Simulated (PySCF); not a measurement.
Screening by computed properties: pick the candidate that meets the target.

All species are isolated and taken at one optimised geometry, non-relativistic unless stated; the electronic structure was computed with PySCF and density fitting.

Dipoles, sizes and rotational constants follow the conformer. The torsions of the flexible species, by atom-mapped SMILES:
- `[H]/[N:1]=[CH:2]\[CH:3]=[CH:4]\[CH2:5][C:6]([F:7])([F:8])[F:9]`: N1–C2–C3–C4 -179°, C3–C4–C5–C6 120°, C4–C5–C6–F7 59°
- `[NH2:1][Si:2]([SiH3:3])([SiH3:4])[C:5]([F:6])([F:7])[F:8]`: N1–Si2–C5–F6 52°, H–N1–Si2–Si3 -147°, H–N1–Si2–Si3 68°
- `[CH2:1]=[C:2]([CH2:3][Cl:4])[C:5](=[O:6])[O:7][CH3:8]`: C1–C2–C3–Cl4 104°, C1–C2–C5–O6 -2°, C2–C5–O7–C8 179°
- `[CH3:1][C@@H:2]1[O:3][C:4](=[O:5])[C@@H:6]1[CH2:7][Cl:8]`: C4–C6–C7–Cl8 -174°
- `[CH3:1][O:2][C:3](=[O:4])/[CH:5]=[CH:6]/[CH2:7][Cl:8]`: C1–O2–C3–O4 0°, O2–C3–C5–C6 -179°, C5–C6–C7–Cl8 -114°
- `[CH3:1][S:2][CH2:3][CH2:4][C:5]#[N:6]`: C1–S2–C3–C4 180°, S2–C3–C4–C5 180°

Task: Wanted: static isotropic polarisability above 80 au (PBE0/def2-SVPD) and lowest singlet excitation below 4.6 eV (TDDFT PBE0/def2-SVPD), at GFN2-xTB geometries. Which candidate meets both?
A. `Fc1ccn2ccccc12`
B. `[C@@H]1(CCl)[C@@H](OC1=O)C`
C. `N[Si]([SiH3])([SiH3])C(F)(F)F`
D. `FC(F)(C/C=C/C=N\[H])F`
E. `C=C(CCl)C(=O)OC`

Result: A. Computed values:
| species | static isotropic polarisability | lowest singlet excitation |
| --- | --- | --- |
| FC(F)(C/C=C/C=N\[H])F | 75.0 au | 4.41 eV |
| [C@@H]1(CCl)[C@@H](OC1=O)C | 76.7 au | 5.82 eV |
| C=C(CCl)C(=O)OC | 82.1 au | 4.89 eV |
| Fc1ccn2ccccc12 | 99.9 au | 3.63 eV |
| N[Si]([SiH3])([SiH3])C(F)(F)F | 111.0 au | 4.79 eV |

Task: Wanted: dipole moment above 3.3 D (PBE0/def2-SVPD) and HOMO energy above -8 eV (PBE0/def2-SVPD), at GFN2-xTB geometries. Which candidate meets both?
A. `[H]/N=C\C=C\CC(F)(F)F`
B. `N[Si]([SiH3])([SiH3])C(F)(F)F`
C. `CSCCC#N`
D. `COC(=O)/C=C/CCl`

Result: C. Computed values:
| species | dipole moment | HOMO energy |
| --- | --- | --- |
| [H]/N=C\C=C\CC(F)(F)F | 2.47 D | -7.76 eV |
| COC(=O)/C=C/CCl | 2.68 D | -8.28 eV |
| N[Si]([SiH3])([SiH3])C(F)(F)F | 3.01 D | -7.39 eV |
| CSCCC#N | 3.51 D | -6.82 eV |

Task: Wanted: electronic spatial extent ⟨r²⟩ about the centre of nuclear charge below 1700 bohr² (PBE0/def2-SVPD) and lowest triplet excitation (Tamm–Dancoff) above 3.6 eV (TDA PBE0/def2-SVPD), at GFN2-xTB geometries. Which candidate meets both?
A. `[H]/N=C\C=C\CC(F)(F)F`
B. `N[Si]([SiH3])([SiH3])C(F)(F)F`
C. `COC(=O)/C=C/CCl`
D. `CSCCC#N`

Result: D. Computed values:
```csv
species,electronic spatial extent ⟨r²⟩ about the centre of nuclear charge,lowest triplet excitation (Tamm–Dancoff)
CSCCC#N,1063 bohr²,4.77 eV
[H]/N=C\C=C\CC(F)(F)F,1688 bohr²,3.52 eV
N[Si]([SiH3])([SiH3])C(F)(F)F,1730 bohr²,4.35 eV
COC(=O)/C=C/CCl,1923 bohr²,3.73 eV
```

Task: Wanted: HOMO–LUMO gap below 5 eV (PBE0/def2-SVPD) and smallest rotational constant above 0.7 GHz (GFN2-xTB), at GFN2-xTB geometries. Which candidate meets both?
A. `Fc1ccc2cc[nH]c2c1`
B. `[H]/N=C\C=C\CC(F)(F)F`
C. `COC(=O)/C=C/CCl`
D. `FC1=C2C=CC=CN2C=C1`
E. `N#CCCSC`

Result: D. Computed values:
```
              species  HOMO–LUMO gap  smallest rotational constant
   FC1=C2C=CC=CN2C=C1        4.59 eV                     0.875 GHz
    Fc1ccc2cc[nH]c2c1        5.57 eV                     0.802 GHz
[H]/N=C\C=C\CC(F)(F)F        6.10 eV                     0.639 GHz
      COC(=O)/C=C/CCl        6.48 eV                     0.555 GHz
              N#CCCSC        6.75 eV                     1.038 GHz
```
